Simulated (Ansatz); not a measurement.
Total energies of GeS₂ from Ansatz at PBE-D4/def2-TZVP, gas phase (1 Eh = 27.2114 eV = 2625.5 kJ/mol). The reference geometry is relaxed at PBE0-D4/def2-TZVP.

Cartesian coordinates in Å:
```
Ge 0.000 0.000 0.000
S -0.089 -0.399 1.953
S 0.089 0.399 -1.953
```

| state | geometry | energy (Eh) |
| --- | --- | --- |
| charge 0 singlet | reference | -2872.81522 |
| charge 1 doublet | reference | -2872.45659 |
| charge 1 doublet | relaxed at PBE0-D4/def2-TZVP | -2872.45801 |
| charge 0 triplet | relaxed at PBE0-D4/def2-TZVP | -2872.76484 |
| charge 0 quintet | relaxed at PBE0-D4/def2-TZVP | -2872.62931 |
| free Ge atom (triplet) | – | -2076.60177 |
| free S atom (triplet) | – | -397.93833 |

Task: Work out the vertical ionisation energy to the doublet.

Result: E(charge 1 doublet) − E(charge 0 singlet) = -2872.45659 − (-2872.81522) = 0.35863 Eh = 9.76 eV. For comparison, −ε of the highest occupied level is 6.80 eV at this level, 2.96 eV less.

Task: How much does the charge 1 doublet relax, and what is the adiabatic ionisation energy?

Result: Relaxation: -2872.45659 − (-2872.45801) = 0.00142 Eh = 0.04 eV. Adiabatic ionisation energy: 0.35721 Eh = 9.72 eV, without zero-point energy. 

Task: Which of the charge 0 states is lowest, and how far above it are the others?

Result: The singlet. triplet: -2872.76484 − (-2872.81522) = 0.05038 Eh = 132.3 kJ/mol; quintet: -2872.62931 − (-2872.81522) = 0.18591 Eh = 488.1 kJ/mol.

Task: What is the binding energy per atom against free atoms?

Result: Atoms: 1 × (-2076.60177) + 2 × (-397.93833) = -2872.47843 Eh. Binding: -2872.47843 − (-2872.81522) = 0.33679 Eh = 9.16 eV, or 3.05 eV for each of 3 atoms (no zero-point energy, no counterpoise term).

The structure comes from a short search, and lower isomers may exist.
